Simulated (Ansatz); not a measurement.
Relaxation of C2H7NSSi (12 atoms, charge 0, multiplicity 1), to a largest force component of 0.02 eV/Å in at most 40 steps.

Theory: Ansatz, UKS PBE0-D4/STO-3G.

```xyz
12
Properties=species:S:1:pos:R:3:forces:R:3
C -2.076 0.091 1.568 -3.91 1.52 2.11
C -1.086 -0.263 0.817 1.80 -1.12 -1.59
S 0.439 0.471 1.004 2.94 1.12 0.83
Si 1.778 -0.342 -0.527 -2.78 -1.80 1.28
N 1.190 0.424 -1.955 1.24 0.44 -1.24
H -3.098 -0.312 1.431 0.62 0.00 0.14
H -2.012 0.925 2.304 0.12 -0.73 -0.48
H -1.181 -1.039 0.083 -0.33 -0.81 -0.72
H 1.440 -1.780 -0.631 0.61 0.71 0.04
H 3.126 -0.014 -0.279 0.86 0.17 0.26
H 0.167 0.350 -1.975 -0.92 0.05 -0.16
H 1.388 1.434 -1.807 -0.24 0.46 -0.47
```

Question: Where does it end, and by what steps?

Answer: It converged. Limits of this set-up: minimal basis. After 10 steps the energy has fallen by 0.651 eV; S3 moved furthest, 0.29 Å.

| step | energy less start (eV) | largest force component (eV/Å) | accepted |
| --- | --- | --- | --- |
| 0 | 0.0000 | 3.910 | yes |
| 1 | -0.5464 | 1.085 | yes |
| 2 | -0.6191 | 0.628 | yes |
| 3 | -0.6371 | 0.273 | yes |
| 4 | -0.6400 | 0.246 | yes |
| 5 | -0.6487 | 0.144 | yes |
| 6 | -0.6498 | 0.055 | yes |
| 7 | -0.6505 | 0.034 | yes |
| 8 | -0.6507 | 0.021 | yes |
| 9 | -0.6508 | 0.028 | yes |
| 10 | -0.6509 | 0.014 | yes |

```xyz
12
Properties=species:S:1:pos:R:3
C -2.109 0.110 1.573
C -0.998 -0.238 0.919
S 0.595 0.447 1.243
Si 1.626 -0.312 -0.473
N 1.235 0.445 -2.014
H -3.065 -0.372 1.357
H -2.114 0.876 2.352
H -1.061 -1.021 0.151
H 1.320 -1.718 -0.616
H 3.030 -0.092 -0.223
H 0.222 0.343 -2.247
H 1.397 1.477 -1.988
```

Whether the end is a true minimum wasn't checked by a vibrational analysis.

Run time: 85 s on 1 thread of Intel(R) Xeon(R) Platinum 8259CL CPU @ 2.50GHz (Skylake/Cascade Lake), with other jobs on the host, peak memory 0.21 GiB.
